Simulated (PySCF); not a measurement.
A series of substituents X on one scaffold: SiH2(OH)-X. All species are isolated molecules in the gas phase. One relaxed conformer stands for each flexible species; it need not be the lowest. Strings in code marks are SMILES.

Method: PBE0-D4/def2-TZVP (PySCF). All candidates: neutral, multiplicity 1. Excitations are Tamm–Dancoff values on a coarser integration grid. The basis has no diffuse functions, so Rydberg states are missing or too high.

```yaml
T1 excitation (TDA): 7.11 eV
S1 excitation (TDA): 7.48 eV
HOMO: -8.74 eV
```

### Question
Name which member has these values.
A) `O[SiH2][AlH2]`
B) `O[SiH2]O[SiH3]` (H–O–Si–O torsion 72°, O–Si–O–Si torsion 68°)
C) `CC(=O)[SiH2]O` (O–C–Si–O torsion 0°, C–Si–O–H torsion 0°)
D) `C[SiH2]O` (C–Si–O–H torsion 70°)

### Answer
B, `O[SiH2]O[SiH3]` (H–O–Si–O torsion 72°, O–Si–O–Si torsion 68°). The others give `C[SiH2]O` (C–Si–O–H torsion 70°): 6.97 eV, 7.36 eV, -8.41 eV; `CC(=O)[SiH2]O` (O–C–Si–O torsion 0°, C–Si–O–H torsion 0°): 2.93 eV, 3.70 eV, -7.20 eV; `O[SiH2][AlH2]`: 3.14 eV, 3.87 eV, -7.23 eV
